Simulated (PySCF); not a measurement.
Species: C5H9FO2.
SMILES with atom numbers: `[CH3:1][C:2]1([F:3])[CH2:4][O:5][CH2:6][O:7][CH2:8]1` (hydrogens: H9, H10, H11 on C1; H12, H13 on C4; H14, H15 on C6; H16, H17 on C8)

The geometry is computed with GFN2-xTB (gas phase).

**Question.** List the bond lengths, angles and torsions at this level.

**Answer.** 
```tsv
bond	length (Å)	order
C1–C2	1.523	single
C2–F3	1.389	single
C2–C4, C2–C8	1.537	single
C4–O5, O7–C8	1.409	single
O5–C6, C6–O7	1.394	single
C1–H9, C1–H10, C1–H11	1.087	single
C4–H12, C8–H17	1.091	single
C4–H13, C8–H16	1.102	single
C6–H14	1.091	single
C6–H15	1.112	single
```

Bonds in one row agree within 0.01 Å and their mean is given. Orders are formal, as drawn. A selection of angles:
```tsv
angle	degrees
C2–C1–H9	109.5
C2–C1–H11	110.7
H9–C1–H10	108.7
C1–C2–F3	107.3
C1–C2–C4	112.1
F3–C2–C4	108.1
C4–C2–C8	109.1
C2–C4–O5	112.3
C2–C4–H12	110.2
C2–C4–H13	108.5
O5–C4–H12	106.1
O5–C4–H13	110.1
H12–C4–H13	109.6
C4–O5–C6	111.8
O5–C6–O7	113.0
O5–C6–H14	106.9
O5–C6–H15	109.8
H14–C6–H15	110.4
C2–C8–H16	108.5
```

Torsions: C1–C2–C4–O5 -171° (antiperiplanar); C2–C4–O5–C6 54° (synclinal); C4–O5–C6–O7 -61° (synclinal); O5–C6–O7–C8 61° (synclinal); C6–O7–C8–C2 -54° (synclinal); C1–C2–C8–O7 171° (antiperiplanar).

The 6-membered ring C2–C4–O5–C6–O7–C8 has internal angles of 109.1° to 113.0°; it is puckered, 0.21 Å rms from its mean plane, widest ring torsion 61°. Of the pairs four or more bonds apart, H13···H15 is among the closest relative to their van der Waals radii: 2.45 Å, 102 % of the sum of Bondi's values.

Point group: Cs (every atom within 0.08 Å of its image). No GFN2-xTB frequencies stand behind this structure, so it isn't proved a minimum. One conformer, not necessarily the lowest.
